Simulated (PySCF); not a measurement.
Dy2O2Cl2: from a saddle point downhill

PySCF 2.14.0, RKS BP86, Dy lcecp-1-SVP with ECP55, O def2-SVP, Cl def2-SVP; non-relativistic Hamiltonian with scalar-relativistic core potentials where named; density fitting; no spin-orbit coupling. Relaxed within the symmetry of its start, the geometry (D2h) is

```xyz
6

Dy    0.0000    0.0000    1.5822
Dy    0.0000    0.0000   -1.5822
O     1.3509    0.0000    0.0000
O    -1.3509    0.0000    0.0000
Cl    0.0000    0.0000    4.1546
Cl    0.0000    0.0000   -4.1546
```

and its lowest harmonic modes are -50, -33, 44, 59, 179, 215 cm⁻¹ (negative: unstable). It was moved along the lowest mode and relaxed again, within the group C2h that the move left.

(1) Where does it end, and how much lower?

(2) How do the contacts change?

(3) Is the end a minimum?

An lcecp potential fixes the number of 4f electrons, so in runs with it no electron can move into or out of that shell.

State: singlet in the valence, with the 4f electrons in the core potential.

Answers

(1) In C2h, 0.401 eV lower, after 11 steps:
```xyz
6

Dy    0.0000    0.7672    1.3674
Dy    0.0000   -0.7672   -1.3674
O     1.3384    0.0000    0.0000
O    -1.3384    0.0000    0.0000
Cl    0.0000   -0.4698    3.5647
Cl    0.0000    0.4698   -3.5647
```

(2) 
```json
{"contact": "Dy1–O3 (O)", "saddle (Å)": "2.080", "end (Å)": "2.061"}
{"contact": "Dy1–O4 (O)", "saddle (Å)": "2.080", "end (Å)": "2.061"}
{"contact": "Dy1–Cl5 (Cl)", "saddle (Å)": "2.572", "end (Å)": "2.522"}
{"contact": "Dy2–Cl6 (Cl)", "saddle (Å)": "2.572", "end (Å)": "2.522"}
```


(3) Yes, as far as the noise of the softest modes lets one tell (those above −25 cm⁻¹ count as noise); lowest modes 27, 51, 53, 133, 208, 227 cm⁻¹.
